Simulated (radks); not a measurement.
Results of a calculation; reference values are marked as such.
Valence configurations of Nd3+ (all share [Xe]). Code: a radial shooting solver on a logarithmic mesh with Libxc functionals. Model: Dirac Kohn-Sham, BLYP, spin-unpolarised, spherical densities, finite nucleus; open shells fill j = l - 1/2 first; Fermi nuclear charge, rms radius 4.9123 fm. Order these by energy: 4f2 6p1; 4f1 5d1 6s1; 4f1.5 5d0.5 6s1; 4f2 6s1; 4f1 6p2; 4f3; 4f1 5d2; 4f2 5d1; 4f2.5 5d0.5; 4f2.5 6p0.5.

Answer. From the lowest, in eV above it: 4f3 0.000; 4f2.5 5d0.5 3.836; 4f2.5 6p0.5 7.697; 4f2 5d1 8.930; 4f2 6s1 12.874; 4f2 6p1 17.540; 4f1.5 5d0.5 6s1 19.841; 4f1 5d2 23.261; 4f1 5d1 6s1 28.262; 4f1 6p2 44.342. NIST lists [Xe] 4f3 as the ground configuration; this level of theory agrees among the configurations tried. The energies are those of spherical spin-averaged densities, not of single terms.
